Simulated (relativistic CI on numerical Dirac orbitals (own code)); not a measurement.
Method of calculation: Dirac-Coulomb-Breit CI, separate exchange-only KLI orbitals for each configuration, model QED, unscaled Slater integrals (own radial code, finite nucleus).

Configurations in the expansion (outside the closed core [Ne]): 3s²3p⁶3d⁹, 3s²3p⁵3d¹⁰, 3s3p⁶3d¹⁰, 3s²3p⁶3d⁸4s, 3s²3p⁶3d⁸4p, 3s²3p⁶3d⁸4d, 3s²3p⁶3d⁷4s², 3s²3p⁶3d⁸4f, 3s²3p⁶3d⁷4s4p, 3s²3p⁶3d⁸5s, 3s²3p⁵3d⁹4s, 3s²3p⁶3d⁷4p², 3s²3p⁶3d⁸5p, 3s²3p⁶3d⁷4s4d, 3s²3p⁴3d¹⁰4s, 3s²3p⁶3d⁸5d, 3s²3p⁵3d⁹4p, 3s²3p⁶3d⁷4p4d, 3s²3p⁴3d¹⁰4p, 3s²3p⁶3d⁸5f, 3s²3p⁶3d⁸5g, 3s²3p⁶3d⁸6s, 3s²3p⁵3d⁸4s², 3s²3p⁶3d⁸6p, 3s²3p⁶3d⁷4d², 3s²3p⁵3d⁹4d, 3s²3p⁶3d⁸6d, 3s²3p⁴3d¹⁰4d, 3s²3p⁵3d⁸4s4p, 3s3p⁶3d⁹4s, 3s3p⁵3d¹⁰4s, 3s²3p⁵3d⁸4p², 3s3p⁵3d¹⁰4p, 3s3p⁶3d⁹4p, 3s²3p⁵3d⁸4s4d, 3s²3p⁵3d⁹4f. Levels of other configurations are missing.

At this charge energies of transitions that change n are usually good to better than 1 %, and those within a shell (Δn = 0) to a few per cent.

Outline of the computed level scheme of Nb XV. Lowest level of each configuration: 3s²3p⁶3d⁹ ²D5/2 at 0.000 eV; 3s²3p⁵3d¹⁰ ²P°3/2 at 159.132 eV; 3s²3p⁶3d⁸4s ⁴F9/2 at 202.927 eV; 3s²3p⁶3d⁸4p ⁴D°7/2 at 231.340 eV.

Some strong electric-dipole decays among the lowest 45 levels: 3s²3p⁵3d¹⁰ ²P°1/2 → 3s²3p⁶3d⁹ ²D3/2 (4.9e+11 s⁻¹); 3s²3p⁵3d¹⁰ ²P°3/2 → 3s²3p⁶3d⁹ ²D5/2 (3.6e+11 s⁻¹); 3s²3p⁶3d⁸4p ²D°3/2 → 3s²3p⁶3d⁹ ²D3/2 (1.7e+11 s⁻¹); 3s²3p⁶3d⁸4p ²D°3/2 → 3s²3p⁶3d⁹ ²D5/2 (1.7e+11 s⁻¹); 3s²3p⁶3d⁸4p ²F°7/2 → 3s²3p⁶3d⁹ ²D5/2 (1.5e+11 s⁻¹); 3s²3p⁶3d⁸4p ²F°5/2 → 3s²3p⁶3d⁹ ²D5/2 (1.4e+11 s⁻¹); 3s²3p⁶3d⁸4p ²D°5/2 → 3s²3p⁶3d⁹ ²D5/2 (1.3e+11 s⁻¹); 3s²3p⁶3d⁸4p ²D°5/2 → 3s²3p⁶3d⁹ ²D5/2 (1.2e+11 s⁻¹).

LS names give the leading component of a level, which can be under half, so a name can repeat, a term be missing and a line seem to break the LS rules.
